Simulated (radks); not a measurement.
All-electron atom: the bromine ion Br3+ in [Ar] 3d10 4s2 4p2. Calculated with a radial shooting solver on a logarithmic mesh with Libxc functionals: Dirac Kohn-Sham, PBE, spin-unpolarised, spherical densities, point nucleus; open shells are shared between the two j in proportion to 2j + 1.

Radial electron density D(r) = 4 pi r^2 rho(r):

r (bohr),D(r) (e/bohr)
0.002172,1.826
0.002851,2.946
0.003742,4.682
0.004951,7.393
0.006499,11.23
0.00853,16.48
0.01129,23.37
0.01481,30.96
0.0196,38.30
0.02573,42.88
0.03377,43.18
0.04468,39.43
0.05865,35.88
0.0776,38.06
0.1019,46.19
0.1337,51.56
0.1769,44.83
0.2322,32.05
0.3048,28.37
0.4033,34.03
0.5293,32.58
0.7004,20.16
0.9193,9.148
1.207,4.781
1.597,3.275
2.096,1.677
2.751,0.4701
3.64,0.05848
4.777,0.002922

D(r) has 3 maxima, at r = 0.0300, 0.134, 0.451 bohr, and minima at 0.0625, 0.286 bohr, inside which lie 2.09, 11.04 electrons.
